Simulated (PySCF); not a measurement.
Predicted microwave data (PBE0/pcSseg-1 in PySCF (dipole) on a GFN2-xTB geometry, gas phase) for one isomer of C6H5ClO2S2:

| Quantity | Value |
| --- | --- |
| Rotational constants | A = 1693, B = 439.2, C = 417.5 MHz |
| Dipole components | \|μa\| = 5.27 D, \|μb\| = 1.32 D, \|μc\| = 1.66 D |
| Inertial defect | -238.44 u·Å² |
| κ | -0.97 |

Problem. Which candidate fits, each taken in the one conformer that was computed?
A. `[CH2:1]=[CH:2][c:3]1[cH:4][cH:5][s:6][c:7]1[S:8](=[O:9])(=[O:10])[Cl:11]` with C1–C2–C3–C4 9°, S6–C7–S8–O9 149°
B. `[CH2:1]=[CH:2][c:3]1[cH:4][cH:5][c:6]([S:7](=[O:8])(=[O:9])[Cl:10])[s:11]1` with C1–C2–C3–C4 -179°, C5–C6–S7–O8 -158°
C. `[CH2:1]=[CH:2][c:3]1[cH:4][s:5][c:6]([S:7](=[O:8])(=[O:9])[Cl:10])[cH:11]1` with C1–C2–C3–C4 177°, S5–C6–S7–O8 -160°

Solution. B. It is C=Cc1ccc(S(=O)(=O)Cl)s1, a near-prolate asymmetric top, point group C1. The candidates at the same level (rigid rotor, commonest isotopes):

| SMILES | A (MHz) | B (MHz) | C (MHz) | μa (D) | μb (D) | μc (D) | Δ (u·Å²) | point group | rotor |
| --- | --- | --- | --- | --- | --- | --- | --- | --- | --- |
| C=Cc1csc(S(=O)(=O)Cl)c1 | 1345 | 474.6 | 419.7 | 4.95 | 0.76 | 1.52 | -236.44 | C1 | asymmetric top |
| C=Cc1ccc(S(=O)(=O)Cl)s1 | 1693 | 439.2 | 417.5 | 5.27 | 1.32 | 1.66 | -238.44 | C1 | near-prolate asymmetric top |
| C=Cc1ccsc1S(=O)(=O)Cl | 995.2 | 710.7 | 511.8 | 5.09 | 0.07 | 1.60 | -231.50 | C1 | asymmetric top |

`C=Cc1csc(S(=O)(=O)Cl)c1` has A 21 % too low; `C=Cc1ccsc1S(=O)(=O)Cl` has B 62 % too high. No structure here is proved a minimum.
